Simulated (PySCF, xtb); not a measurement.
BH3N, SMILES N[BH], multiplicity 2.

Harmonic wavenumbers (cm⁻¹) from xtb with GFN2-xTB at its own minimum, in rising order: 633, 733, 751, 982, 1365, 1542, 2588, 3274, 3450.

Question: What does PBE0-D3(BJ)/def2-TZVP (PySCF) give at its own minimum? (Estimate from the structure and the level; the computed values follow.)

Answer: 613, 745, 837, 1064, 1346, 1621, 2629, 3552, 3664. Paired by order, the mean absolute difference is 92 cm⁻¹ and the zero-point energies are 21.9 and 23.0 kcal/mol.
